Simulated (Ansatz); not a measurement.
Basis-set extrapolation for F2H5NO2Si2 (`O[SiH2]N[Si](O)(F)F`) (PBE0-D4/def2-TZVP geometry, frozen core, the Gaussian-basis code of Ansatz). Multiplicity 1, RHF reference.

```tsv
	def2-TZVPP	def2-QZVPP
HF	-984.377584	-984.416822
MP2 correlation	-1.417544	-1.540772
CCSD(T) correlation	-1.490568	not run
```

Energies in hartree. Use E(X) = E(∞) + A·exp(−7.88·√X) for Hartree–Fock and E(X) = E(∞) + B·X^(−2.97) for correlation, with X = 3 and 4, and add CCSD(T) minus MP2 of the smaller set to the MP2 limit.

Problem. What is the CCSD(T) energy at the basis-set limit?

Solution. HF limit: -984.416822 + (-0.039238) × 0.13774 = -984.42223. MP2 limit: -1.540772 + (-0.123228) × 0.74074 = -1.63205. Higher-order term: -1.490568 − (-1.417544) = -0.07302. Total: -986.12730 hartree, 7.05 eV below CCSD(T)/def2-TZVPP.
